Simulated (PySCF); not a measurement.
Si(CCH)(F)2(Me) (C3H4F2Si), SMILES [Si](F)(F)(C)C#C.

The structure is a stationary point at PBE0-D3(BJ)/def2-SVP.

Calculation: PBE0-D3(BJ)/def2-SVP run with PySCF 2.14.0.

Frequencies are harmonic and unscaled.

Q: Give all harmonic wavenumbers and intensities. (An estimate is asked for; the answer gives what the named calculation found.)

A: 
| mode | ν (cm⁻¹) | IR (km/mol) | Raman (Å⁴/amu) | depolarisation | moving atoms (share of kinetic energy) |
|---|---|---|---|---|---|
| 1 | 124 | 2.1 | 6.3 | 0.75 | C 58 %, H 24 %, F 13 % |
| 2 | 128 | 0.7 | 4.0 | 0.75 | H 52 %, F 23 %, C 22 % |
| 3 | 142 | 0.2 | 3.0 | 0.75 | H 58 %, F 27 %, C 13 % |
| 4 | 215 | 0.0 | 0.7 | 0.75 | F 41 %, C 26 %, H 24 %, Si 8 % |
| 5 | 256 | 4.8 | 3.0 | 0.74 | C 42 %, F 34 %, H 17 % |
| 6 | 306 | 22.9 | 1.5 | 0.58 | F 64 %, C 18 %, Si 12 % |
| 7 | 369 | 24.8 | 3.3 | 0.75 | C 64 %, F 19 %, H 9 %, Si 9 % |
| 8 | 398 | 69.6 | 2.1 | 0.75 | C 57 %, F 23 %, Si 13 % |
| 9 | 603 | 27.8 | 8.5 | 0.05 | C 61 %, F 16 %, Si 12 %, H 11 % |
| 10 | 742 | 35.4 | 4.8 | 0.13 | H 38 %, C 32 %, Si 17 %, F 14 % |
| 11 | 756 | 25.0 | 1.9 | 0.75 | H 75 %, C 25 % |
| 12 | 760 | 26.1 | 1.6 | 0.75 | H 75 %, C 25 % |
| 13 | 774 | 5.6 | 1.4 | 0.75 | H 68 %, C 22 %, F 11 % |
| 14 | 817 | 203.6 | 1.0 | 0.48 | H 40 %, Si 32 %, C 25 % |
| 15 | 914 | 218.6 | 1.0 | 0.42 | Si 46 %, F 43 % |
| 16 | 970 | 190.3 | 0.8 | 0.75 | Si 50 %, F 44 % |
| 17 | 1279 | 53.5 | 1.3 | 0.33 | H 75 %, C 24 % |
| 18 | 1419 | 6.7 | 13.6 | 0.75 | H 96 % |
| 19 | 1422 | 2.8 | 9.7 | 0.75 | H 96 % |
| 20 | 2180 | 76.2 | 104.7 | 0.25 | C 90 %, H 10 % |
| 21 | 3067 | 0.4 | 135.8 | 0.01 | H 97 % |
| 22 | 3177 | 0.1 | 60.3 | 0.75 | H 91 %, C 9 % |
| 23 | 3178 | 0.0 | 102.5 | 0.71 | H 91 %, C 9 % |
| 24 | 3472 | 48.5 | 41.1 | 0.24 | H 85 %, C 15 % |
